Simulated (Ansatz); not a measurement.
System: C$_{2}$H$_{3}$Br$_{3}$Ge, charge 0, multiplicity 1. SMILES: C=[CH][Ge]([Br])([Br])[Br]
Structure (B3LYP-D3(BJ)/def2-TZVP (Ansatz, an electronic-structure program) minimum search):
```
C
C 1 1.3252
H 2 1.0834 1 122.20
H 2 1.0845 3 116.66 1 -180.00
H 1 1.0846 2 121.87 3 180.00
Ge 1 1.9329 5 115.30 2 180.00
Br 6 2.3145 1 110.92 5 -180.00
Br 6 2.3157 1 110.48 5 -59.41
Br 6 2.3157 1 110.48 5 59.41
```

Property: vertical ionisation energy (to the doublet state of charge +1; each state is the SCF solution reached for its spin; for the doublet the Hartree-Fock reference is unstable and T1 is 0.027), in eV. Correlated levels leave the core frozen unless marked. Open shells are spin-unrestricted. Spin-orbit coupling is left out. Frozen are the shells of the preceding noble gas and the d and f shells that filled before the atom's block. Non-relativistic.  The program attaches cautions to a run behind CCSD/aug-cc-pVDZ: other roots. The program attaches cautions to a run behind CCSD/aug-cc-pVTZ: other roots. The program attaches cautions to a run behind CCSD(T)/aug-cc-pVDZ: other roots. The program attaches cautions to a run behind CCSD(T)/aug-cc-pVTZ: other roots.

```csv
level,program,vertical ionisation energy (eV)
HF/aug-cc-pVQZ,Ansatz,9.48
RI-HF/aug-cc-pVTZ,Ansatz,9.48
SVWN5/def2-TZVPD,Ansatz,9.81
PBE/def2-TZVPD,Ansatz,9.62
r2SCAN/def2-TZVPD,Ansatz,9.89
B3LYP/def2-TZVPD,Ansatz,10.06
PBE0/def2-TZVPD,Ansatz,10.18
BHLYP/def2-TZVPD,Ansatz,10.49
CAM-B3LYP/def2-TZVPD,Ansatz,10.55
wB97M-V/def2-TZVPD,Ansatz,10.66
wB97X-V/def2-TZVPD,Ansatz,10.74
B2PLYP/def2-TZVPD,Ansatz,10.61
RI-MP2/aug-cc-pVTZ,Ansatz,11.17
RI-MP2/aug-cc-pVQZ,Ansatz,11.22
CCSD/aug-cc-pVDZ,Ansatz,10.56
CCSD/aug-cc-pVTZ,Ansatz,10.69
CCSD(T)/aug-cc-pVDZ,Ansatz,10.47
CCSD(T)/aug-cc-pVTZ,Ansatz,10.61
```
